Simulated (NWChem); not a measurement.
System: CH3BeFS; SMILES [Be]([F])[S]C

NWChem input:

```
start job
memory heap 200 mb stack 900 mb global 1100 mb
geometry units angstroms noautosym nocenter noautoz
  Be     0.071638    -1.036525    -0.000323
  F     -0.418484    -2.339634    -0.001070
  S      0.772138     0.726345     0.001155
  C     -0.775627     1.711396     0.003163
  H     -1.374991     1.530529    -0.898959
  H     -0.470390     2.766141     0.009840
  H     -1.379424     1.520617     0.900247
end
basis spherical
  Be library 6-31g*
  F library 6-31g*
  S library 6-31g*
  C library 6-31g*
  H library 6-31g*
end
dft
  xc b3lyp
  iterations 150
end
property
  response 1 0.0773
end
task dft property
```

Output (shortened):

```
             Northwest Computational Chemistry Package (NWChem) 7.3.0
             --------------------------------------------------------

                             Geometry "geometry" -> ""
                             -------------------------

 Output coordinates in angstroms (scale by  1.889725989 to convert to a.u.)

  No.       Tag          Charge          X              Y              Z
 ---- ---------------- ---------- -------------- -------------- --------------
    1 Be                   4.0000     0.07163800    -1.03652500    -0.00032300
    2 F                    9.0000    -0.41848400    -2.33963400    -0.00107000
    3 S                   16.0000     0.77213800     0.72634500     0.00115500
    4 C                    6.0000    -0.77562700     1.71139600     0.00316300
    5 H                    1.0000    -1.37499100     1.53052900    -0.89895900
    6 H                    1.0000    -0.47039000     2.76614100     0.00984000
    7 H                    1.0000    -1.37942400     1.52061700     0.90024700

 Effective nuclear repulsion energy (a.u.)     119.0130701650

                              NWChem Property Module
                              ----------------------

                                 NWChem DFT Module
                                 -----------------

 Summary of "ao basis" -> "ao basis" (spherical)
 ------------------------------------------------------------------------------
       Tag                 Description            Shells   Functions and Types
 ---------------- ------------------------------  ------  ---------------------
 Be                          6-31g*                  6       14   3s2p1d
 F                           6-31g*                  6       14   3s2p1d
 S                           6-31g*                  8       18   4s3p1d
 C                           6-31g*                  6       14   3s2p1d
 H                           6-31g*                  2        2   2s

            General Information
            -------------------
          SCF calculation type: DFT
          Wavefunction type:  closed shell.
          No. of atoms     :     7
          No. of electrons :    38
           Alpha electrons :    19
            Beta electrons :    19
          Charge           :     0
          Spin multiplicity:     1
          Use of symmetry is: off; symmetry adaption is: off
          Maximum number of iterations: 150
          AO basis - number of functions:    66
                     number of shells:    32
          Convergence on energy requested:  1.00D-06
          Convergence on density requested:  1.00D-05
          Convergence on gradient requested:  5.00D-04

              XC Information
              --------------
                         B3LYP Method XC Potential
                     Hartree-Fock (Exact) Exchange  0.200
                        Slater Exchange Functional  0.800 local
                    Becke 1988 Exchange Functional  0.720 non-local
              Lee-Yang-Parr Correlation Functional  0.810
                  VWN I RPA Correlation Functional  0.190 local

             Grid Information
             ----------------
          Grid used for XC integration:  medium
          Radial quadrature: Mura-Knowles
          Angular quadrature: Lebedev.
          Tag              B.-S. Rad. Rad. Pts. Rad. Cut. Ang. Pts.
          ---              ---------- --------- --------- ---------
          Be                  1.05       49          10.0       434
          F                   0.50       49          12.0       434
          S                   1.00       88           8.0       590
          C                   0.70       49          10.0       434
          H                   0.35       45          11.0       434
          Grid pruning is: on
          Number of quadrature shells:   370
          Spatial weights used:  Erf1

      Superposition of Atomic Density Guess
      -------------------------------------

 Sum of atomic energies:        -550.54972878

      Non-variational initial energy
      ------------------------------

 Total energy =    -551.682132
 1-e energy   =    -995.969475
 2-e energy   =     325.274273
 HOMO         =      -0.298862
 LUMO         =       0.010059

   convergence    iter        energy       DeltaE   RMS-Dens  Diis-err
 ---------------- ----- ----------------- --------- --------- ---------
 d= 0,ls=0.0,diis     1   -552.7307724874 -6.72D+02  1.75D-02  6.36D-01
 d= 0,ls=0.0,diis     2   -552.6582483965  7.25D-02  9.38D-03  1.75D+00
 d= 0,ls=0.0,diis     3   -552.8112430823 -1.53D-01  1.78D-03  1.81D-02
 d= 0,ls=0.0,diis     4   -552.8121657477 -9.23D-04  8.71D-04  5.56D-03
 d= 0,ls=0.0,diis     5   -552.8129267530 -7.61D-04  1.86D-04  2.22D-04
  Resetting Diis
 d= 0,ls=0.0,diis     6   -552.8129563123 -2.96D-05  5.37D-05  9.05D-06
 d= 0,ls=0.0,diis     7   -552.8129577821 -1.47D-06  2.40D-05  6.77D-07
 d= 0,ls=0.0,diis     8   -552.8129577376  4.45D-08  1.31D-05  1.01D-06
 d= 0,ls=0.0,diis     9   -552.8129578969 -1.59D-07  1.00D-06  8.15D-09

         Total DFT energy =     -552.812957896888
      One electron energy =     -999.314498490103
           Coulomb energy =      373.188583234417
    Exchange-Corr. energy =      -45.700112806230
 Nuclear repulsion energy =      119.013070165029

 Numeric. integr. density =       38.000000244479

                       DFT Final Molecular Orbital Analysis
                       ------------------------------------

 Vector   17  Occ=2.000000D+00  E=-3.780956D-01
              MO Center=  1.0D-01,  9.4D-01,  2.0D-03, r^2= 2.6D+00
   Bfn.  Coefficient  Atom+Function         Bfn.  Coefficient  Atom+Function
  ----- ------------  ---------------      ----- ------------  ---------------
    36     -0.360192  3 S  py                35      0.327476  3 S  px
    50      0.290936  4 C  py                49     -0.232723  4 C  px
    54      0.170875  4 C  py                32      0.142942  3 S  py
    63      0.133858  6 H  s                 53     -0.130668  4 C  px
    31     -0.128912  3 S  px                17     -0.124646  2 F  px

 Vector   18  Occ=2.000000D+00  E=-3.008610D-01
              MO Center=  6.1D-01,  8.1D-01,  1.9D-03, r^2= 2.1D+00
   Bfn.  Coefficient  Atom+Function         Bfn.  Coefficient  Atom+Function
  ----- ------------  ---------------      ----- ------------  ---------------
    35      0.442124  3 S  px                36      0.375503  3 S  py
    38      0.235654  3 S  s                  4     -0.201188  1 Be py
    39      0.200349  3 S  px                34      0.191770  3 S  s
    31     -0.172584  3 S  px                 2     -0.160465  1 Be s
    49     -0.159555  4 C  px                40      0.155562  3 S  py

 Vector   19  Occ=2.000000D+00  E=-2.494499D-01
              MO Center=  5.9D-01,  6.3D-01,  7.9D-04, r^2= 2.0D+00
   Bfn.  Coefficient  Atom+Function         Bfn.  Coefficient  Atom+Function
  ----- ------------  ---------------      ----- ------------  ---------------
    37      0.648807  3 S  pz                41      0.400597  3 S  pz
    33     -0.248173  3 S  pz                62      0.123106  5 H  s
    66     -0.122266  7 H  s                  5      0.120904  1 Be pz
    51     -0.112913  4 C  pz                61      0.091033  5 H  s
    65     -0.090469  7 H  s                 19     -0.076071  2 F  pz

 Vector   20  Occ=0.000000D+00  E=-1.307146D-02
              MO Center=  2.3D-02, -7.9D-02,  1.1D-03, r^2= 4.0D+00
   Bfn.  Coefficient  Atom+Function         Bfn.  Coefficient  Atom+Function
  ----- ------------  ---------------      ----- ------------  ---------------
    52      0.911166  4 C  s                  7      0.401274  1 Be px
    40     -0.358610  3 S  py                38     -0.332813  3 S  s
     3      0.327721  1 Be px                64     -0.329089  6 H  s
    53      0.309297  4 C  px                39      0.255753  3 S  px
     4     -0.171238  1 Be py                49      0.161762  4 C  px

 Vector   21  Occ=0.000000D+00  E= 1.311970D-02
              MO Center=  1.6D-01, -7.4D-01,  1.2D-03, r^2= 4.2D+00
   Bfn.  Coefficient  Atom+Function         Bfn.  Coefficient  Atom+Function
  ----- ------------  ---------------      ----- ------------  ---------------
     6      1.665813  1 Be s                 38     -0.787672  3 S  s
    40      0.427905  3 S  py                39      0.382730  3 S  px
    20     -0.318437  2 F  s                 34     -0.270135  3 S  s
    53      0.246464  4 C  px                36      0.203122  3 S  py
     8      0.193107  1 Be py                66      0.182207  7 H  s

 Vector   22  Occ=0.000000D+00  E= 2.926972D-02
              MO Center= -1.6D-03, -7.6D-01, -1.3D-03, r^2= 3.8D+00
   Bfn.  Coefficient  Atom+Function         Bfn.  Coefficient  Atom+Function
  ----- ------------  ---------------      ----- ------------  ---------------
     9      0.713275  1 Be pz                 5      0.418623  1 Be pz
    66      0.319197  7 H  s                 62     -0.317600  5 H  s
    55     -0.287309  4 C  pz                41     -0.267327  3 S  pz
    37     -0.242246  3 S  pz                19     -0.217764  2 F  pz
    23     -0.216386  2 F  pz                33      0.086671  3 S  pz

     Multipole analysis of the density
     ---------------------------------

[...]

 DFT Linear Response polarizability / au
 Frequency  =       0.0773000 / au
 Wavelength =     589.4353558 / nm
              X              Y              Z
 -----------------------------------------------
 X      38.0628923     -1.0625346     -0.0046267
 Y      -1.0625490     50.5598662      0.0257715
 Z      -0.0046258      0.0257717     29.9898245
 -----------------------------------------------
 Eigenvalues =      37.9731966     50.6495956     29.9897909
 Isotropic   =      39.5375277
 Anisotropic =      18.0451294
 -----------------------------------------------

 Magnetic Dipole Response Matrix (nonzero elements):
```

Level: B3LYP/6-31G* (spherical d). Geometry: optimised at PBE0/def2-SVP.
